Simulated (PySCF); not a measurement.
## `[AlH3-][O+]1CCC[C@H]1C[SiH3]` in a uniform electric field

Compound: C₅H₁₅AlOSi.
Cartesian coordinates in Å at the PBE0-D3(BJ)/def2-SVP level; atoms count from 1:
```
atom  x, y, z in Å
Al1   -1.2793    2.0370    1.5564
O2    -0.7100    0.5149    0.4284
C3    -1.6827   -0.1513   -0.3949
C4    -0.9533   -1.3725   -0.9102
C5    -0.0684   -1.7460    0.2763
C6     0.3282   -0.3997    0.8863
C7     1.6865    0.1532    0.4922
Si8    2.0506    0.4265   -1.3458
H9    -2.0626    2.9020    0.4567
H10   -2.1769    1.2377    2.6286
H11    0.1566    2.5465    2.0629
H12   -1.9999    0.5593   -1.1696
H13   -2.5526   -0.4166    0.2301
H14   -1.6422   -2.1771   -1.2020
H15   -0.3487   -1.1155   -1.7938
H16   -0.6448   -2.3326    1.0075
H17    0.8108   -2.3403   -0.0099
H18    0.2508   -0.4292    1.9854
H19    1.8172    1.1269    0.9943
H20    2.4657   -0.5100    0.9046
H21    2.1282   -0.8761   -2.0806
H22    1.0021    1.2689   -1.9943
H23    3.3731    1.1087   -1.4645
```

Level: PBE0/def2-SVPD (PySCF); nuclei fixed, core orbitals frozen in the response. Permanent dipole (1.356, -4.903, -2.170) D (1 au = 2.5417 D). Static polarisability (au):

```
x   125.38   0.09  -5.36
y     0.09 118.18   3.49
z    -5.36   3.49 116.94
```

Only the terms in μ and α are kept: μ(F) = μ + αF and ΔE = −μ·F − ½ F·αF.

(1) Apply 0.002 au along ±x, ±y and ±z in turn. Tabulate induced and total dipoles and both energy terms.

(2) For the field (-0.0016, 0.0008, 0.0014) au, what is the induced dipole, and what angle does it make with the field?

(3) Which field along μ doubles the dipole in that direction (linear response)?

(4) What field makes μF equal to kT at 298 K?

(5) Induction energy −ᾱe²/2R⁴ of a unit charge at 10 Å, the molecule taken as a point?

## Answers

(1) 
```tsv
field along	induced x (D)	induced y (D)	induced z (D)	total size (D)	−μ·F (kJ/mol)	−½F·αF (kJ/mol)
+x	0.637	0.000	-0.027	5.730	-2.801	-0.658
−x	-0.637	0.000	0.027	5.399	+2.801	-0.658
+y	0.000	0.601	0.018	4.998	+10.129	-0.621
−y	0.000	-0.601	-0.018	6.076	-10.129	-0.621
+z	-0.027	0.018	0.594	5.302	+4.483	-0.614
−z	0.027	-0.018	-0.594	5.811	-4.483	-0.614
```

(2) αF = (-0.529, 0.252, 0.445) D, at 1.2° to the field. The polarisability along this direction, F·αF/F², is 127.41 au, against a mean of 120.17 au.

(3) The polarisability along the dipole is 121.84 au, so F = 2.1759 au / 121.84 au = 0.0179 au = 0.92 V/Å; higher-order terms are ignored.

(4) kT = 0.9437 × 10⁻³ Eh, so F = 0.000434 au = 2.23 MV/cm.

(5) R = 18.90 bohr, so the energy is −120.2/(2 × 18.90⁴) Eh = -1.24 kJ/mol. The charge–dipole term at its most favourable orientation, −μe/R², is -16 kJ/mol.

One conformer (not necessarily the lowest) at the PBE0-D3(BJ)/def2-SVP geometry, without solvent, vibrations or thermal averaging.
